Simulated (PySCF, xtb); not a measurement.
CHOS, SMILES [OH+]=C=S, charge +1.

Harmonic wavenumbers (cm⁻¹) from GFN2-xTB (xtb 6.7.1) at its own minimum, in rising order: 377, 398, 848, 942, 1943, 3209.

**Question.** What does B3LYP-D3(BJ)/def2-TZVP (PySCF) give at its own minimum? (The exact figures need the calculation; the answer reports its results.)

**Answer.** 444, 481, 922, 1022, 1928, 3556. Paired by order, the mean absolute difference is 111 cm⁻¹ and the zero-point energies are 11.0 and 11.9 kcal/mol.
